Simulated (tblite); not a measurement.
Compound: C3H8ClSi (doublet state).
Cartesian coordinates in Å at the GFN2-xTB level; atoms count from 1:
```
atom  x, y, z in Å
C1    -1.2149   -1.3187   -0.3534
Si2   -0.1905   -0.0862    0.6735
C3    -0.5457    1.7278    0.2196
C4     1.6751   -0.4481    0.4321
Cl5    2.1241   -0.2134   -1.3048
H6    -2.2807   -1.1608   -0.2197
H7    -0.9897   -1.2017   -1.4123
H8    -0.9949   -2.3467   -0.0809
H9    -1.5986    1.9681    0.3311
H10    0.0202    2.4166    0.8401
H11   -0.2691    1.9132   -0.8172
H12    1.9454   -1.4726    0.6749
H13    2.3149    0.2230    0.9993
```

All values are computed: GFN2-xTB (tblite) harmonic vibrations without scaling, gas phase. The method is semi-empirical: single wavenumbers can be off by several per cent or more. One conformer, not necessarily the lowest. Open shells enter through the occupations alone, without spin polarisation, and single modes of such species can be off by tens of per cent.

Harmonic wavenumbers (cm⁻¹): 55.9, 102.6, 105.3, 115.6, 170.0, 170.9, 262.9, 615.4, 641.0, 693.1, 727.4, 761.6, 789.8, 830.4, 841.8, 853.3, 1091.1, 1182.5, 1356.4, 1362.7, 1431.5, 1469.0, 1473.1, 1478.0, 1482.6, 2997.0, 3000.5, 3001.2, 3002.6, 3040.4, 3043.2, 3046.0, 3049.1.

A = 3981, B = 1887, C = 1626 MHz; mass 107.008 u (most abundant isotopes); point group Cs, symmetry number 1; spin multiplicity 2.

Zero-point energy?

½Σν̃ = 22122 cm⁻¹ = 63.25 kcal/mol.

Give the ideal-gas entropy at 350 K and 1 bar in the rigid-rotor, harmonic-oscillator model (classical rotation).

Translation 40.74, rotation 28.14, vibration 27.27, spin (R ln 2) 1.38: S = 97.5 cal/(mol K).

And Cp and H(350 K) − H(0)?

Cp = 32.19 cal/(mol K), of which vibrations give 24.24 (their classical limit is 33 R = 65.6); H(350 K) − H(0) = 7.50 kcal/mol without the zero-point energy, 4.72 from vibrations.

How do the functions run with temperature in this model?

```csv
T (K),S (cal/(mol K)),Cp (cal/(mol K)),H − H(0) (kcal/mol),G − H(0) (kcal/mol),ln q(vib)
100,68.2,17.9,1.28,-5.54,1.51
200,82.3,23.2,3.34,-13.11,3.87
300,92.8,29.2,5.96,-21.88,5.96
500,110.4,39.8,12.92,-42.25,9.74
800,131.5,50.3,26.56,-78.66,14.81
1000,143.3,55.1,37.12,-106.17,17.87
```

q(vib) and H(0) count from the zero-point level.

Which modes carry the vibrational entropy at 350 K?

55.9 cm⁻¹: 4.91; 102.6 cm⁻¹: 3.72; 105.3 cm⁻¹: 3.67; 115.6 cm⁻¹: 3.48; 170.0 cm⁻¹: 2.74; 170.9 cm⁻¹: 2.73 cal/(mol K); the other 27 give 6.02 together.

Blend soft modes into free rotors: weight 1/[1 + (100 cm⁻¹/ν̃)⁴] for the oscillator and the rest for a rotor with moment μB/(μ + B), μ = h/(8π²ν), B = 10⁻⁴⁴ kg m². What vibrational entropy results?

25.13 cal/(mol K) in place of 27.27, which changes −T·S at 350 K by +0.75 kcal/mol.

Hindered rotation and anharmonicity are outside this model. Other conformers, if any are populated, would add a mixing term that is left out.
